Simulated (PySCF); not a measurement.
**Computed NMR parameters against published values**

Structure with atom numbers: `[CH3:1][O:2][Si:3]([O:4][CH3:5])([O:6][CH3:7])[O:8][CH3:9]` (H(Xn): hydrogen on atom n).

Measured values that the calculation should reproduce: δ $^{29}$Si Si3 -78.3 ppm (measured; solution, methanol/water; C. Corminboeuf, T. Heine, J. Weber, Chem. Phys. Lett. 357 (2002) 1).
δ $^{29}$Si Si3 -78.8 ppm (measured; liquid, neat; T. M. Alam, M. Henry, Phys. Chem. Chem. Phys. (a906445a), supplement).

PySCF 2.14.0 with density-fitted response routines calculation with shielding tensors at PBE0/pcSseg-1 (GIAO) and geometry: GFN2-xTB; isolated molecule, rapidly exchanging positions averaged, relativity neglected, one conformer.

Question: How close does the calculation come?

Answer: 
Reference values: measured (solution, methanol/water; C. Corminboeuf, T. Heine, J. Weber, Chem. Phys. Lett. 357 (2002) 1).
```json
{"atoms": "Si3", "quantity": "δ $^{29}$Si vs TMS", "reference": "-78.3", "computed": "-89.0", "computed, scaled": "-80.2"}
```

Reference values: measured (liquid, neat; T. M. Alam, M. Henry, Phys. Chem. Chem. Phys. (a906445a), supplement).
```tsv
atoms	quantity	reference	computed	computed, scaled
Si3	δ $^{29}$Si vs TMS (internal)	-78.8	-89.0	-80.2
```

Computed shifts are σ(ref) − σ with the named reference compound (TMS for H and C) calculated as an isolated molecule at the same level. The measured values may be among those fitted. Shieldings were converted by a linear fit to measured shifts: $^{29}$Si: δ = 279.94 − 0.822σ (rms 8.9 ppm, 72 shifts, 25.8 ppm with the 6 outliers that the fit left out vs TMS, solution or neat liquid). A few per cent of atoms miss by over 2 rms, more outside the fitted compound classes.

Question: How far are the unscaled $^{29}$Si shifts from the references?

Answer: Mean signed difference -10.45 ppm, mean absolute 10.45 ppm over 2 comparisons; the largest is -10.7 ppm at Si3 (silicon bonded to 4 O).

2 of the 4 published NMR values on file for this molecule are compared. The rest: values from further sources.
